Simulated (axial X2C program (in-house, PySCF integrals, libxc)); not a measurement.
## TiSe: from the spin-free to the two-component result

Calculated with an in-house relativistic program for diatomic molecules. Spin-free means the one-electron spin-free X2C Hamiltonian; two-component (2c) means X2C with spin–orbit coupling and atomic mean-field two-electron Coulomb and Gaunt terms, so the difference of the two also holds small scalar two-electron terms. Basis: Se dyall-cv3z [8s9p6d4f1g], Ti dyall-cv3z [10s10p6d4f2g] (cores contracted in-house); Gaussian nuclei, density fitting, unrestricted open shells. Masses: Se 79.917 u, Ti 47.948 u.

Spin-free state: M_S = 1, Λ = 2 (beyond evenly filled blocks: σα, δ+α); fragments Se + Ti.

```csv
level,Re (Å),ωe (cm⁻¹),De (eV),μ (D)
PBE0,2.202,426.6,4.299,5.92
```

Dipoles are positive if Ti is the positive end.

Two-component determinant lowest at the distance of the search:

Ω = 1 (⟨Sz⟩ = -1.00, ⟨Lz⟩ = 2.00 at PBE0); fragments Se + Ti.

```csv
level,Re (Å),ωe (cm⁻¹),μ (D)
PBE0,2.203,425.8,5.91
```

From the two tables, how do the constants change at the PBE0 level (2c against spin-free)?

At the PBE0 level Re goes up by 0.001 Å and ωe falls by 0.8 cm⁻¹.

The state is one determinant whose occupation by symmetry is held fixed; it was picked as the lowest of a PBE0 search that is not exhaustive. De is counted from the lowest determinant-based energies of the atoms at the same level, without counterpoise correction. De is not given where an atomic determinant may have missed its ground term or J level, or where the truncated virtual space spoils (T). Density functionals use the spin component along the axis (collinear). The functionals have no current-density term, which raises determinants with orbital currents, atoms included. With several unpaired electrons one determinant need not be a pure state. The determinant is spin-polarised beyond a pure state at some levels (its spin-free form has ⟨S²⟩ too high), which makes Re and μ there less reliable.
